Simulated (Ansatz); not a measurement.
`F[SiH]1[SiH2][Se]1`. Total charge 0; spin multiplicity 1.

Z-matrix (Å, degrees):
```
Si
Si 1 2.249
Se 1 2.260 2 61.8
F 1 1.596 2 121.1 3 105.9
H 1 1.476 2 126.6 3 -103.6
H 2 1.481 1 121.1 3 -101.7
H 2 1.482 1 123.6 3 101.1
```

Q: What are the harmonic wavenumbers in cm⁻¹ at PBE0-D4/def2-TZVP (Ansatz, finite differences of forces, unscaled)? (An estimate is asked.)

A: The calculation gave: 172, 204, 324, 375, 472, 525, 557, 573, 701, 815, 901, 937, 2234, 2253, 2267.

Q: Is this a minimum?

A: Yes, all 15 modes are real.

Q: Give the ideal-gas thermochemistry at 298.15 K and 1 bar (rigid rotor, harmonic oscillator; point group C1, symmetry number 1).

A: Zero-point energy 79.6 kJ/mol; H(298) − E = 97.4 kJ/mol; entropy 329.4 J/(mol·K), of which translation 171.9, rotation 115.8, vibration 41.7; G(298) − E = -0.8 kJ/mol.

Q: Rotational constants (cm⁻¹)?

A: 0.1248, 0.07147, 0.05043.
